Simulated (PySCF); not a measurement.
**How the method changes the constants of TeC**

State: ¹Σ⁺ (singlet), closed shell. Set-up: Te aug-cc-pVDZ-PP with ECP28, C aug-cc-pVDZ; scalar-relativistic core potentials (PySCF 2.14). De refers to Te + C in their high-spin ground configurations, without counterpoise correction. A positive dipole means Te(−)C(+).

```csv
Level,Re (Å),ωe (cm⁻¹),De (eV),μ (D)
RHF,1.877,953,1.36,-2.21
RHF-MP2,1.906,896,4.76,n/a
RHF-SCS-MP2,1.906,896,4.51,n/a
RHF-CCSD,1.906,882,4.05,n/a
RHF-CCSD(T),1.928,824,4.53,n/a
PBE,1.919,841,5.31,-2.53
TPSS,1.916,847,4.97,-2.47
r²SCAN,1.906,870,4.70,-2.51
r²SCANh,1.898,888,4.49,-2.52
PBE0,1.893,898,4.63,-2.56
r²SCAN0,1.887,912,4.18,-2.53
LC-ωPBE,1.860,970,4.03,-2.76
```

(1) Which functional lies closest to RHF-CCSD(T) in De, which farthest, and by how much do they differ from it?

(2) What does a quarter of exact exchange do here, going from PBE to PBE0?

(3) What does a quarter of exact exchange do here, going from r²SCAN to r²SCAN0?

Correlated steps freeze 5 core orbitals. Correlated levels converge slowly with the basis: in double zeta they bind strong bonds too weakly, by up to about 1 eV, and carry superposition errors of some tenths. Spin–orbit coupling is left out, which matters for elements this heavy, above all for dissociation energies. Where the molecule has an RHF reference, its open-shell atoms are computed with UHF. The CCSD T1 diagnostic is raised, a sign that a single reference may not be enough here.

The whole job (state search and all levels along the bond) took about 4.1 min on 1 thread of Arm Neoverse N1 (shared host), peak memory 0.73 GiB.

Results:

(1) Closest is r²SCANh (-3.0 pm in Re, +7.8 % in ωe, -0.04 eV in De against RHF-CCSD(T) in the same basis), farthest PBE (-0.9 pm in Re, +2.1 % in ωe, +0.78 eV in De). CCSD(T) converges more slowly with the basis than the functionals do and binds too weakly in this one, so the order can change at the basis-set limit.

(2) PBE0 less PBE: -2.6 pm in Re, +6.8 % in ωe, -0.68 eV in De. Exact exchange removes part of the self-interaction that spreads semilocal densities, and in most molecules shortens and stiffens the bond and lowers De; so it does here.

(3) r²SCAN0 less r²SCAN: -1.9 pm in Re, +4.8 % in ωe, -0.52 eV in De. Exact exchange removes part of the self-interaction that spreads semilocal densities, and in most molecules shortens and stiffens the bond and lowers De; so it does here.
